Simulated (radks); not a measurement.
The oxygen anion O2-, [Ne], held by a Watson sphere: a shell of charge +2 at radius R that stands for the Madelung well of a crystal (potential energy -2/R inside, -2/r outside, in hartree with lengths in bohr). Calculated with a radial shooting solver on a logarithmic mesh with Libxc functionals: non-relativistic Kohn-Sham, r2SCAN, spin-polarised, spherical densities, point nucleus; meta-GGA in the generalised Kohn-Sham scheme.

R (bohr)  e(1s) (eV)  e(2s) (eV)  e(2p) (eV)  <r> 2p (bohr)  sum of <r^2> (bohr^2)  X-ray form factor at sin(theta)/lambda = 0.2 1/angstrom
1.93         -513.55     -23.666      -8.322          1.463                  20.78                                                    6.153
3.31         -512.31     -19.270      -4.397          1.739                  30.15                                                    5.751
3.32         -512.30     -19.250      -4.378          1.740                  30.22                                                    5.749
3.44         -512.17     -19.029      -4.154          1.761                  31.08                                                    5.737
3.91         -511.72     -18.312      -3.405          1.840                  34.63                                                    5.705
